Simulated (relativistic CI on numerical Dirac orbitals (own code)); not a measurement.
d5 in a ligand field

Computed with a parametric ligand-field model of a d^n configuration (Racah B and C, spin-orbit zeta, crystal field), exact diagonalisation.

Field parameters in Wybourne normalisation: Oh B⁴₀ = 21Dq, B⁴₄ = √(5/14) B⁴₀; Td as Oh with Dq negative (B⁴₀ = 21Dq, B⁴₄ = √(5/14) B⁴₀). The field is a parameter set, without covalency.

Question: Ground term and bands for B = 610, C = 2680, ζ = 0 cm⁻¹, Td, 10Dq = -8450 cm⁻¹?

Answer: Ground term 6A1 with 2.00 electrons in the two orbitals of the cubic e set. Spin-allowed: none. Lowest spin-forbidden: 4T1 13038 cm⁻¹ (767 nm), 2T2 16280 cm⁻¹ (614 nm), 4T2 16474 cm⁻¹ (607 nm). A high-spin d5 ion has no spin-allowed d-d band, hence its pale colour.

Question: Ground term and bands for B = 480, C = 2340, ζ = 0 cm⁻¹, Td, 10Dq = -8750 cm⁻¹?

Answer: Ground term 6A1 with 2.00 electrons in the two orbitals of the cubic e set. Spin-allowed: none. Lowest spin-forbidden: 4T1 9586 cm⁻¹ (1043 nm), 2T2 11031 cm⁻¹ (907 nm), 4T2 12575 cm⁻¹ (795 nm). A high-spin d5 ion has no spin-allowed d-d band, hence its pale colour.

Question: Ground term and bands for B = 360, C = 1700, ζ = 0 cm⁻¹, Td, 10Dq = -5700 cm⁻¹?

Answer: Ground term 6A1 with 2.00 electrons in the two orbitals of the cubic e set. Spin-allowed: none. Lowest spin-forbidden: 4T1 7698 cm⁻¹ (1299 nm), 2T2 9378 cm⁻¹ (1066 nm), 4T2 9826 cm⁻¹ (1018 nm). A high-spin d5 ion has no spin-allowed d-d band, hence its pale colour.

Question: Ground term and bands for B = 660, C = 3360, ζ = 0 cm⁻¹, Oh, 10Dq = 31100 cm⁻¹?

Answer: Ground term 2T2 with 0.04 electrons in the two orbitals of the cubic e set. Spin-allowed: 2A2 27121 cm⁻¹ (369 nm), 2T1 27335 cm⁻¹ (366 nm), 2T2 29169 cm⁻¹ (343 nm), 2E 30863 cm⁻¹ (324 nm). Lowest spin-forbidden: 4T1 15672 cm⁻¹ (638 nm), 6A1 20366 cm⁻¹ (491 nm), 4T2 20608 cm⁻¹ (485 nm).

Question: Ground term and bands for B = 640, C = 2990, ζ = 0 cm⁻¹, Td, 10Dq = -10450 cm⁻¹?

Answer: Ground term 6A1 with 2.00 electrons in the two orbitals of the cubic e set. Spin-allowed: none. Lowest spin-forbidden: 4T1 13196 cm⁻¹ (758 nm), 2T2 15782 cm⁻¹ (634 nm), 4T2 17043 cm⁻¹ (587 nm). A high-spin d5 ion has no spin-allowed d-d band, hence its pale colour.
